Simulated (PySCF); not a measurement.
A side-by-side comparison of computed properties.

First species: C4H6FNSi.
SMILES with atom numbers: `[N:1]#[C:2]/[CH:3]=[CH:4]\[C@H:5]([F:6])[SiH3:7]` (hydrogens: H8 on C3; H9 on C4; H10 on C5; H11, H12, H13 on Si7)

Cartesian coordinates in Å at the GFN2-xTB level; atoms count from 1:
```
atom  x, y, z in Å
N1     2.042   -1.961    0.980
C2     1.900   -0.874    0.639
C3     1.727    0.457    0.223
C4     0.674    0.848   -0.503
C5    -0.438   -0.032   -0.899
F6    -1.110    0.510   -1.985
Si7   -1.740   -0.220    0.534
H8     2.501    1.150    0.523
H9     0.577    1.882   -0.804
H10   -0.084   -1.017   -1.218
H11   -2.805   -1.065    0.004
H12   -2.223    1.128    0.827
H13   -1.025   -0.806    1.662
```

Second species: C4H6FNSi.
SMILES: `N#CC/C(F)=C/[SiH3]`

Levels: wB97X-D/def2-SVPD for dipole moment, HOMO energy, LUMO energy, HOMO–LUMO gap, static isotropic polarisability and electronic spatial extent ⟨r²⟩ about the centre of nuclear charge; TDDFT wB97X-D/def2-SVPD for lowest singlet excitation; TDA wB97X-D/def2-SVPD for lowest triplet excitation (Tamm–Dancoff); GFN2-xTB for rotational constant A and rotational constant C. Geometries: GFN2-xTB. All species are isolated and taken at one optimised geometry, non-relativistic unless stated; the electronic structure was computed with PySCF and density fitting.

Dipoles, sizes and rotational constants follow the conformer. The torsions of the flexible species, by atom-mapped SMILES:
- `[N:1]#[C:2]/[CH:3]=[CH:4]\[C@H:5]([F:6])[SiH3:7]`: C3–C4–C5–F6 -160°
- `[N:1]#[C:2][CH2:3]/[C:4]([F:5])=[CH:6]/[SiH3:7]`: C2–C3–C4–F5 180°

```tsv
property	column X	column Y
dipole moment	2.24 D	2.88 D
HOMO energy	-9.95 eV	-9.70 eV
LUMO energy	1.06 eV	-0.10 eV
HOMO–LUMO gap	11.01 eV	9.60 eV
lowest singlet excitation	6.99 eV	5.61 eV
lowest triplet excitation (Tamm–Dancoff)	4.42 eV	3.60 eV
static isotropic polarisability	78.1 au	79.7 au
electronic spatial extent ⟨r²⟩ about the centre of nuclear charge	1193 bohr²	1026 bohr²
rotational constant A	3.867 GHz	3.133 GHz
rotational constant C	0.910 GHz	1.147 GHz
```

Task: Which column belongs to which species?

Result: Column X is the second species and column Y the first. The first has 13 atoms and 60 electrons, the second 13 and 60.

Task: How does each property change from the first species to the second?

Result: dipole moment -0.64 D; HOMO energy -0.25 eV; LUMO energy +1.16 eV; HOMO–LUMO gap +1.41 eV; lowest singlet excitation +1.38 eV; lowest triplet excitation (Tamm–Dancoff) +0.82 eV; static isotropic polarisability -1.6 au; electronic spatial extent ⟨r²⟩ about the centre of nuclear charge +167 bohr²; rotational constant A +0.734 GHz; rotational constant C -0.237 GHz.

On the first: In wavenumbers S1 is 45200 cm⁻¹ (1 eV = 8065.54 cm⁻¹). A dipole of 2.88 D is allowed in C1, and pure rotational transitions are dipole-allowed.

On the second: The dipole equals about 7.5 × 10⁻³⁰ C·m (1 D = 3.33564 × 10⁻³⁰ C·m). No computed singlet falls in the visible range (750 to 380 nm, 1.65 to 3.26 eV); S1 lies 3.73 eV above its blue end. GFN2-xTB frequencies show an imaginary mode (22i cm⁻¹), so this geometry is no minimum at that level.
